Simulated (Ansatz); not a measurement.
CH$_{2}$AlLi$_{2}$N, closed shell: a relaxation.

Input (in.yaml):

```yaml
crystal:
  periodic: [false, false, false]
  atoms:
    - {symbol: Li, position_ang: [-0.804249, -0.100428, 2.805417]}
    - {symbol: Al, position_ang: [0.803906, -0.962103, 0.970046]}
    - {symbol: Li, position_ang: [1.694458, -1.101279, -1.261009]}
    - {symbol: C, position_ang: [-0.413070, 0.395177, 0.003487]}
    - {symbol: N, position_ang: [-0.346938, 0.574397, -1.364768]}
    - {symbol: H, position_ang: [-1.292863, 0.952738, 0.383743]}
    - {symbol: H, position_ang: [0.522892, 0.091181, -1.770483]}
basis:
  gaussian: {orbitals: def2-mTZVP}
hamiltonian: {xc: {name: CAM-B3LYP}, dispersion: d4}
relax: {f_tol: 0.002, max_steps: 30, max_displacement: 0.5}
```

Launched with

```bash
ansatz run in.yaml --threads 2 --pin off --events-out ev --progress --plain --max-ram 3481MiB
```

What Ansatz 0.2.0 printed:

```
Functional definition: CAM-B3LYP
  name "CAM-B3LYP"
  cite "Yanai, Tew & Handy, Chem. Phys. Lett. 393, 51 (2004) doi:10.1016/j.cplett.2004.06.011"
  cite "Iikura, Tsuneda, Yanai & Hirao, J. Chem. Phys. 115, 3540 (2001) doi:10.1063/1.1383587"
  cite "Becke, Phys. Rev. A 38, 3098 (1988) doi:10.1103/PhysRevA.38.3098"
  cite "Lee, Yang & Parr, Phys. Rev. B 37, 785 (1988) doi:10.1103/PhysRevB.37.785"
  cite "Vosko, Wilk & Nusair, Can. J. Phys. 58, 1200 (1980) doi:10.1139/p80-159"
  parameter alpha = 0.19
  parameter beta = 0.46
  parameter omega = 0.33/bohr
  parameter ac = 0.81
  # Exact exchange under (alpha + beta erf(omega r))/r, Becke's under what is left of 1/r.
  exchange = (1 - alpha - beta)*b88_x + beta*b88_x_sr(omega) + alpha*exact_x + beta*exact_x_lr(omega)
  correlation = (1 - ac)*vwn5_c + ac*lyp_c
832 factors; integrals over basis functions are off by at most 4.9e-4 eV
280 factors; integrals over basis functions are off by at most 5.4e-6 eV
mean field evaluation 1: about -9534.2934 eV, gradient 8.9e1 eV
mean field evaluation 2: about -9245.9976 eV, gradient 2.2e2 eV
mean field evaluation 4: about -9553.6547 eV, gradient 5.1e1 eV
mean field evaluation 8: about -9561.1325 eV, gradient 1.6e0 eV
mean field evaluation 16: about -9561.3050 eV, gradient 1.4e-2 eV
mean field -9561.30500808 eV, -351.3714781618 hartree, gradient 1.8e-5 eV, S^2 0.000000; 0 other end points of the search recorded, 0 dependent functions left out
the calculation of the forces begins
reference -9561.30513766 eV, -351.3714829237 hartree; 17, 17 occupied and 65, 65 virtual orbitals, 832 factors
relax step   1: F+E_penalty+E_count = -9561.42408286 eV  Δ(F+E_penalty+E_count) = +0.000e0 eV  max|allowed force component| = 5.056e0 eV/Å  Δτ_max = 0.0000 Å  (38 SCF iters, accepted)
relax step   2: F+E_penalty+E_count = -9562.01593457 eV  Δ(F+E_penalty+E_count) = -5.919e-1 eV  max|allowed force component| = 2.127e0 eV/Å  Δτ_max = 0.2721 Å  (38 SCF iters, accepted)
relax step   3: F+E_penalty+E_count = -9562.22187483 eV  Δ(F+E_penalty+E_count) = -2.059e-1 eV  max|allowed force component| = 2.076e0 eV/Å  Δτ_max = 0.4830 Å  (37 SCF iters, accepted)
relax step   4: F+E_penalty+E_count = -9562.35158181 eV  Δ(F+E_penalty+E_count) = -1.297e-1 eV  max|allowed force component| = 1.505e0 eV/Å  Δτ_max = 0.3930 Å  (35 SCF iters, accepted)
relax step   5: F+E_penalty+E_count = -9562.47064463 eV  Δ(F+E_penalty+E_count) = -1.191e-1 eV  max|allowed force component| = 8.514e-1 eV/Å  Δτ_max = 0.1245 Å  (38 SCF iters, accepted)
relax step   6: F+E_penalty+E_count = -9562.53479830 eV  Δ(F+E_penalty+E_count) = -6.415e-2 eV  max|allowed force component| = 3.581e-1 eV/Å  Δτ_max = 0.1294 Å  (38 SCF iters, accepted)
relax step   7: F+E_penalty+E_count = -9562.53870580 eV  Δ(F+E_penalty+E_count) = -3.908e-3 eV  max|allowed force component| = 2.045e-1 eV/Å  Δτ_max = 0.0453 Å  (36 SCF iters, accepted)
relax step   8: F+E_penalty+E_count = -9562.54032551 eV  Δ(F+E_penalty+E_count) = -1.620e-3 eV  max|allowed force component| = 1.253e-1 eV/Å  Δτ_max = 0.0206 Å  (36 SCF iters, accepted)
relax step   9: F+E_penalty+E_count = -9562.54082885 eV  Δ(F+E_penalty+E_count) = -5.033e-4 eV  max|allowed force component| = 8.629e-2 eV/Å  Δτ_max = 0.0185 Å  (36 SCF iters, accepted)
relax step  10: F+E_penalty+E_count = -9562.54121548 eV  Δ(F+E_penalty+E_count) = -3.866e-4 eV  max|allowed force component| = 2.770e-2 eV/Å  Δτ_max = 0.0100 Å  (31 SCF iters, accepted)
relax step  11: F+E_penalty+E_count = -9562.54126071 eV  Δ(F+E_penalty+E_count) = -4.522e-5 eV  max|allowed force component| = 9.069e-3 eV/Å  Δτ_max = 0.0022 Å  (30 SCF iters, accepted)
relax step  12: F+E_penalty+E_count = -9562.54132892 eV  Δ(F+E_penalty+E_count) = -6.821e-5 eV  max|allowed force component| = 2.880e-2 eV/Å  Δτ_max = 0.0185 Å  (37 SCF iters, accepted)
relax step  13: F+E_penalty+E_count = -9562.54142925 eV  Δ(F+E_penalty+E_count) = -1.003e-4 eV  max|allowed force component| = 3.864e-2 eV/Å  Δτ_max = 0.0325 Å  (37 SCF iters, accepted)
relax step  14: F+E_penalty+E_count = -9562.54074838 eV  Δ(F+E_penalty+E_count) = +6.809e-4 eV  max|allowed force component| = 1.732e-1 eV/Å  Δτ_max = 0.1080 Å  (36 SCF iters, rejected (line search))
relax step  15: F+E_penalty+E_count = -9562.54085333 eV  Δ(F+E_penalty+E_count) = +5.759e-4 eV  max|allowed force component| = 1.787e-1 eV/Å  Δτ_max = 0.0158 Å  (32 SCF iters, rejected (line search))
relax step  16: F+E_penalty+E_count = -9562.54151130 eV  Δ(F+E_penalty+E_count) = -8.206e-5 eV  max|allowed force component| = 8.528e-3 eV/Å  Δτ_max = 0.0077 Å  (31 SCF iters, accepted)
relax step  17: F+E_penalty+E_count = -9562.54163158 eV  Δ(F+E_penalty+E_count) = -1.203e-4 eV  max|allowed force component| = 1.407e-1 eV/Å  Δτ_max = 0.0789 Å  (36 SCF iters, accepted)
relax step  18: F+E_penalty+E_count = -9562.54185009 eV  Δ(F+E_penalty+E_count) = -2.185e-4 eV  max|allowed force component| = 4.515e-2 eV/Å  Δτ_max = 0.0045 Å  (30 SCF iters, accepted)
relax step  19: F+E_penalty+E_count = -9562.54200535 eV  Δ(F+E_penalty+E_count) = -1.553e-4 eV  max|allowed force component| = 2.471e-2 eV/Å  Δτ_max = 0.0202 Å  (36 SCF iters, accepted)
relax step  20: F+E_penalty+E_count = -9562.54226684 eV  Δ(F+E_penalty+E_count) = -2.615e-4 eV  max|allowed force component| = 1.419e-2 eV/Å  Δτ_max = 0.0491 Å  (37 SCF iters, accepted)
relax step  21: F+E_penalty+E_count = -9562.54138944 eV  Δ(F+E_penalty+E_count) = +8.774e-4 eV  max|allowed force component| = 2.312e-1 eV/Å  Δτ_max = 0.1153 Å  (34 SCF iters, rejected (line search))
relax step  22: F+E_penalty+E_count = -9562.53459149 eV  Δ(F+E_penalty+E_count) = +7.675e-3 eV  max|allowed force component| = 2.713e-1 eV/Å  Δτ_max = 0.0342 Å  (36 SCF iters, rejected (line search))
relax step  23: F+E_penalty+E_count = -9562.54237777 eV  Δ(F+E_penalty+E_count) = -1.109e-4 eV  max|allowed force component| = 7.603e-3 eV/Å  Δτ_max = 0.0171 Å  (36 SCF iters, accepted)
relax step  24: F+E_penalty+E_count = -9562.54261159 eV  Δ(F+E_penalty+E_count) = -2.338e-4 eV  max|allowed force component| = 6.213e-2 eV/Å  Δτ_max = 0.0645 Å  (36 SCF iters, accepted)
relax step  25: F+E_penalty+E_count = -9562.54271966 eV  Δ(F+E_penalty+E_count) = -1.081e-4 eV  max|allowed force component| = 8.521e-2 eV/Å  Δτ_max = 0.0230 Å  (36 SCF iters, accepted)
relax step  26: F+E_penalty+E_count = -9562.54276075 eV  Δ(F+E_penalty+E_count) = -4.109e-5 eV  max|allowed force component| = 1.194e-1 eV/Å  Δτ_max = 0.0559 Å  (37 SCF iters, accepted)
relax step  27: F+E_penalty+E_count = -9562.54292028 eV  Δ(F+E_penalty+E_count) = -1.595e-4 eV  max|allowed force component| = 1.101e-1 eV/Å  Δτ_max = 0.0083 Å  (31 SCF iters, accepted)
relax step  28: F+E_penalty+E_count = -9562.54295492 eV  Δ(F+E_penalty+E_count) = -3.464e-5 eV  max|allowed force component| = 5.321e-2 eV/Å  Δτ_max = 0.0116 Å  (31 SCF iters, accepted)
relax step  29: F+E_penalty+E_count = -9562.54307135 eV  Δ(F+E_penalty+E_count) = -1.164e-4 eV  max|allowed force component| = 1.601e-2 eV/Å  Δτ_max = 0.0182 Å  (30 SCF iters, accepted)
relax step  30: F+E_penalty+E_count = -9562.54311840 eV  Δ(F+E_penalty+E_count) = -4.705e-5 eV  max|allowed force component| = 1.093e-2 eV/Å  Δτ_max = 0.0154 Å  (36 SCF iters, accepted)
Error: geometry relaxation did not converge after 30 steps: max|allowed force component| = 1.09e-2 eV/Å (threshold 2.0e-3). Raise `relax.max_steps` over both its present limit and 30, loosen `relax.f_tol`, or start from a geometry closer to equilibrium. Where this run's directory can be resumed (`checkpoint.write`), a resume goes on for up to `relax.max_steps` more

[the SCF lines of later steps are left out]
```

Hardware: 2 CPU threads of an Intel Xeon, shared host. Wall time about 3.9 min.


The run did not converge within its limit.